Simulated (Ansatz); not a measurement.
```yaml
crystal:
  periodic: [false, false, false]
  atoms:
    - {symbol: F, position_ang: [-1.004109, 1.131115, 0.725127]}
    - {symbol: C, position_ang: [-0.551164, 0.140515, 0.527972]}
    - {symbol: C, position_ang: [0.508017, -0.071152, -0.527946]}
    - {symbol: Cl, position_ang: [0.902805, -1.695331, -0.750565]}
    - {symbol: Br, position_ang: [0.740362, 0.995729, -1.552026]}
    - {symbol: H, position_ang: [-0.729318, -0.580834, 1.271567]}
basis:
  gaussian: {orbitals: STO-3G, fitting: {mean_field: cc-pVTZ-jkfit}}
hamiltonian: {xc: {name: BLYP}, dispersion: d4}
relax: {f_tol: 0.001, max_steps: 3}
```

```sh
$ ansatz run in.yaml --threads 4 --pin off --events-out ev --progress --plain --max-ram 10444MiB
```

Shortened log:

```
Functional definition: BLYP
  name "BLYP"
  cite "Becke, Phys. Rev. A 38, 3098 (1988) doi:10.1103/PhysRevA.38.3098"
  cite "Lee, Yang & Parr, Phys. Rev. B 37, 785 (1988) doi:10.1103/PhysRevB.37.785"
  parameter beta = 0.0042
  parameter a = 0.04918
  parameter b = 0.132
  parameter c = 0.2533
  parameter d = 0.349
  exchange = b88_x(beta = beta)
  correlation = lyp_c(a = a, b = b, c = c, d = d)
595 factors; integrals over basis functions are off by at most 1.9e-2 eV
mean field evaluation 1: about -86392.3720 eV, gradient 1.8e1 eV
mean field evaluation 2: about -86385.3990 eV, gradient 4.1e1 eV
mean field evaluation 4: about -86393.6555 eV, gradient 4.3e0 eV
mean field evaluation 8: about -86393.7373 eV, gradient 9.5e-2 eV
mean field -86393.73737666 eV, -3174.9112888137 hartree, gradient 9.9e-6 eV, S^2 0.000000; 0 other end points of the search recorded, 0 dependent functions left out
the calculation of the forces begins
reference -86393.73757291 eV, -3174.9112960258 hartree; 37, 37 occupied and 6, 6 virtual orbitals, 595 factors
relax step   1: F+E_penalty+E_count = -86394.13520945 eV  Δ(F+E_penalty+E_count) = +0.000e0 eV  max|allowed force component| = 2.616e1 eV/Å  Δτ_max = 0.0000 Å  (22 SCF iters, accepted)
these checks for a lower state are left out or cut short: starts, cluster_reference, orbital_swaps, neighbouring_geometries, increment
595 factors; integrals over basis functions are off by at most 1.9e-2 eV
mean field evaluation 16: about -86400.3237 eV, gradient 1.8e0 eV
mean field -86400.34122247 eV, -3175.1539756710 hartree, gradient 2.0e-5 eV, S^2 0.000000; 0 other end points of the search recorded, 0 dependent functions left out
the calculation of the forces begins
reference -86400.34142674 eV, -3175.1539831779 hartree; 37, 37 occupied and 6, 6 virtual orbitals, 595 factors
relax step   2: F+E_penalty+E_count = -86400.72027518 eV  Δ(F+E_penalty+E_count) = -6.585e0 eV  max|allowed force component| = 6.518e0 eV/Å  Δτ_max = 0.1984 Å  (27 SCF iters, accepted)
these checks for a lower state are left out or cut short: starts, cluster_reference, orbital_swaps, neighbouring_geometries, increment
595 factors; integrals over basis functions are off by at most 1.9e-2 eV
mean field -86401.02869917 eV, -3175.1792399738 hartree, gradient 1.5e-5 eV, S^2 0.000000; 0 other end points of the search recorded, 0 dependent functions left out
the calculation of the forces begins
reference -86401.02890645 eV, -3175.1792475914 hartree; 37, 37 occupied and 6, 6 virtual orbitals, 595 factors
relax step   3: F+E_penalty+E_count = -86401.40059876 eV  Δ(F+E_penalty+E_count) = -6.803e-1 eV  max|allowed force component| = 1.177e0 eV/Å  Δτ_max = 0.0993 Å  (28 SCF iters, accepted)
Error: geometry relaxation did not converge after 3 steps: max|allowed force component| = 1.18e0 eV/Å (threshold 1.0e-3). Raise `relax.max_steps` over both its present limit and 3, loosen `relax.f_tol`, or start from a geometry closer to equilibrium. Where this run's directory can be resumed (`checkpoint.write`), a resume goes on for up to `relax.max_steps` more
```

(1) What is wrong with this run?

Answers

(1) The relaxation is allowed too few steps for its threshold. The calculation stopped without meeting its thresholds.
